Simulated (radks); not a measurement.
Task: The thallium ion Tl3+, [Xe] 4f14 5d10. All-electron calculation, non-relativistic Kohn-Sham, exchange-only B88, spin-polarised, spherical densities, point nucleus. Program: a radial shooting solver on a logarithmic mesh with Libxc functionals. Every spin shell is full or empty, so the densities are truly spherical. Functionals are evaluated on that one density, not self-consistently. Rank these exchange functionals by their error against the exact value of the orbitals, and give that value: LDA, B88, PBEsol, PW91, PW86, WC, EV93, TPSS, revTPSS, SCAN, MVS.

Result: Exact: -351.454 hartree. From best to worst, with 100 (|E| - |E exact|)/|E exact| (equal figures are ties): PW91 +0.03, SCAN +0.04, B88 +0.05, MVS +0.08, PW86 -0.41, TPSS -0.44, EV93 -0.52, WC -0.63, revTPSS -0.91, PBEsol -1.80, LDA -3.80.
